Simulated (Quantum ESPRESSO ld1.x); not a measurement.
All-electron atom: the magnesium ion Mg2+ in [Ne]. Method: scalar-relativistic Kohn-Sham, LDA (Slater exchange, Perdew-Wang correlation), spin-polarised, spherical densities, point nucleus; computed with ld1.x of Quantum ESPRESSO 7.5.

Normalised radial functions P(r) = r R(r), r in bohr:

r	1s	2s	2p
0.01049	0.7463	0.1894	0.0056
0.01282	0.8858	0.2246	0.0083
0.01578	1.0519	0.2663	0.0123
0.01928	1.2313	0.3111	0.0179
0.02373	1.4363	0.3617	0.0264
0.02899	1.6467	0.4126	0.0381
0.03569	1.8707	0.4651	0.0555
0.04359	2.0790	0.5107	0.0790
0.05367	2.2705	0.5466	0.1129
0.06555	2.4093	0.5619	0.1574
0.08071	2.4818	0.5471	0.2191
0.09858	2.4597	0.4921	0.2962
0.1214	2.3241	0.3812	0.3969
0.1482	2.0826	0.2155	0.5139
0.1825	1.7328	-0.0186	0.6531
0.2229	1.3390	-0.2922	0.7964
0.2745	0.9245	-0.6008	0.9415
0.3352	0.5750	-0.8821	1.0592
0.4128	0.3020	-1.1098	1.1371
0.5041	0.1367	-1.2245	1.1514
0.6207	0.0481	-1.2111	1.0934
0.7581	0.0137	-1.0769	0.9707
0.9334	0.0027	-0.8484	0.7909
1.14	0.0004	-0.5964	0.5936
1.404	0.0000	-0.3568	0.3940
1.714	0.0000	-0.1843	0.2334
2.111	0.0000	-0.0753	0.1148
2.578	0.0000	-0.0250	0.0479

1s: eigenvalue -1274.0 eV, 0 radial nodes, <r> = 0.131 bohr, 90 % of the charge inside 0.234 bohr. 2s: eigenvalue -99.458 eV, 1 radial node at r = 0.180 bohr, <r> = 0.698 bohr, 90 % of the charge inside 1.11 bohr. 2p: eigenvalue -66.838 eV, 0 radial nodes, <r> = 0.684 bohr, 90 % of the charge inside 1.17 bohr.
